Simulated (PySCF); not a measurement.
C2H6IIn, SMILES [In]([CH3])([CH3])[I]. Geometry optimised at PBE-D3(BJ)/def2-SVP. The structure was generated by enumeration; whether it is a known compound was not checked. The def2 effective core potentials stand for the cores of I, In; spin–orbit coupling is left out.

Computed equilibrium geometry at PBE-D3(BJ)/def2-SVP (PySCF confirms it by a frequency run) as a Z-matrix:
```
In
C 1 2.1715
H 2 1.1063 1 111.46
H 2 1.1070 3 110.10 1 120.35
H 2 1.1073 3 109.91 4 119.57
C 1 2.1715 2 137.16 3 -3.42
H 6 1.1063 1 111.44 2 -6.48
H 6 1.1068 7 110.17 1 120.44
H 6 1.1074 7 109.83 8 119.58
I 1 2.7457 2 111.41 3 176.47
```
Charge 0, spin multiplicity 1.
